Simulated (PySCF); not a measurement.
This script is equivalent to a calculation on N³⁺ (nitrogen, charge +3).

```python
from pyscf import gto, scf, dft, mp, cc
import basis_set_exchange as bse
mol = gto.M(atom="N 0 0 0", charge=3, spin=0, symmetry="D2h",
            basis=gto.basis.parse(bse.get_basis("aug-cc-pVQZ", elements=["N"], fmt="nwchem", augment_diffuse=1)))
mf = scf.UHF(mol)
mf.irrep_nelec = {'Ag': (2, 2)}
mf.kernel()
```

Q: What total energy does it give?

A: -51.08188 hartree (calculated).

Q: Which occupied shell lies highest, and where?

A: 2s, at -75.287 eV.
